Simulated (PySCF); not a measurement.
## Two-component Hartree-Fock for Sc⁹⁺ (scandium, charge +9)

Start: [Ne] 3s2. Calculated with PySCF 2.14 in an uncontracted even-tempered set (19 s from 0.53 bohr⁻², ratio 2.4; 13 p from 0.69 bohr⁻², ratio 2.4; 5 d from 2.8 bohr⁻², ratio 2.6; 4 f from 4.2 bohr⁻², ratio 2.6): generalised Hartree-Fock with the X2C-1e Hamiltonian and a Gaussian nucleus; one run each with spin-orbit coupling (SO) switched off, then screened by Boettger's factors.

| spinor shell | electrons | ε, spin-free (eV) | ε, screened SO (eV) | weight of nominal j (screened SO) | rms radius, screened SO (bohr) |
| --- | --- | --- | --- | --- | --- |
| 1s1/2 | 2 | -4747.9 | -4747.9 | 1.000 | 0.0844 |
| 2s1/2 | 2 | -719.99 | -719.98 | 1.000 | 0.366 |
| 2p1/2 | 2 | -623.06 | -626.36 | 1.000 | 0.334 |
| 2p3/2 | 4 | -623.06 | -621.44 | 1.000 | 0.337 |
| 3s1/2 | 2 | -223.09 | -223.09 | 1.000 | 0.994 |

```json
{"quantity": "E (hartree)", "spin-free": "-734.39525", "screened SO": "-734.39980"}
{"quantity": "M_J", "spin-free": "0", "screened SO": "0"}
{"quantity": "⟨J²⟩", "spin-free": "0.000", "screened SO": "0.000"}
{"quantity": "⟨L²⟩", "spin-free": "0.000", "screened SO": "0.000"}
{"quantity": "⟨S²⟩", "spin-free": "0.000", "screened SO": "0.000"}
```

Without spin-orbit coupling the j labels of p, d and f shells carry no meaning; the spin-free column gives the mean over the occupied spinors of each nl shell.
